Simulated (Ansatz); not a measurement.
Stepwise reaction of `OB(O)Br` with hydrogen fluoride, as a gas-phase model of exchange steps in deposition or etching. ΔE in kJ/mol; ΔG adds harmonic PBE0-D4 terms to CCSD(T)/CBS, at 1 bar.

Isolated molecules relaxed with PBE0-D4/def2-TZVP in Ansatz; ΔE leaves out vibrations. CCSD(T)/CBS adds triple-zeta CCSD(T) − MP2 to the extrapolated MP2 energy (def2 sets, frozen cores). This one scheme is used for every species. Functionals use def2-TZVPP. B3LYP here is the variant with VWN-RPA as its local correlation; programs differ in this. For Br outer-core shells are correlated without core-valence functions, which leaves a few kJ/mol of doubt a bond. Scalar relativity is left out up to krypton. Each species was taken in one conformer, which may not be the lowest.

```json
{"step": "2", "reaction": "`OB(F)Br` + H–F → `FB(F)Br` + H₂O", "PBE-D4": "-2.2", "B3LYP-D4": "-4.2", "ωB97M-V": "-3.9", "CCSD(T)/CBS": "-2.3", "ΔG(500 K)": "-5.8"}
```

Question: Give the row of step 1, `OB(O)Br` + H–F → `OB(F)Br` + H₂O. (Best estimate.)

Answer: The calculation gave: 
```tsv
step	reaction	PBE-D4	B3LYP-D4	ωB97M-V	CCSD(T)/CBS	ΔG(500 K)
1	`OB(O)Br` + H–F → `OB(F)Br` + H₂O	-10.8	-12.1	-11.5	-9.4	-15.0
```

Question: By hand: ΔE of the 2 steps together at CCSD(T)/CBS.

Answer: (-9.4) + (-2.3) = -11.7 kJ/mol, or -5.8 kJ/mol a step.

In ΔE each step is higher than the one before. ΔG lies between -15.0 and -5.8 kJ/mol a step. PBE-D4 differs from CCSD(T)/CBS by -1.4 to 0.1 kJ/mol a step. Isolated molecules leave out the surface, adducts and barriers. Largest T1 diagnostic: 0.011.
